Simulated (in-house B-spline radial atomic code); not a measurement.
Results of a calculation; reference values are marked as such.
Softness against transferability: the 1s channel of Be

Be, [He] 2s2, non-relativistic LDA (VWN5), spherical and spin-unpolarised, from an all-electron radial atomic-structure program (B-spline basis) (atomic units). The all-electron 1s level is ε = -3.856411 hartree and its outer maximum at 0.27 bohr.

Troullier-Martins pseudo-orbitals are made for several radii. The cutoffs (hartree) are the plane-wave energies beyond which the orbital holds less than the named kinetic energy per electron. The phase error is the difference, pseudo minus all-electron, of arctan(R P'/P) at R = 0.68 bohr for all radii, half a hartree below and above the level.

```csv
r_c (bohr),V_l(0) (hartree),cutoff for 10 mEh,for 1 mEh,for 0.1 mEh,phase error at ε − 0.5 (mrad),at ε + 0.5 (mrad)
0.2,-68.84,445,> 450,> 450,0.0,0.0
0.23,-60.02,373,> 450,> 450,0.0,0.0
0.27,-51.32,303,> 450,> 450,0.0,0.0
0.3,-46.32,262,412,> 450,0.0,0.0
0.34,-41.03,220,> 450,> 450,+0.1,0.0
0.38,-36.87,188,392,> 450,+0.1,+0.1
```

**Question.** Which radius needs the lowest cutoff for 1 mEh while both phase errors stay within 0.2 mrad?

**Answer.** The radii within that limit are 0.2, 0.23, 0.27, 0.3, 0.34, 0.38 bohr; of these r_c = 0.38 needs the least, 392 hartree, that is 784 Ry or 10667 eV.
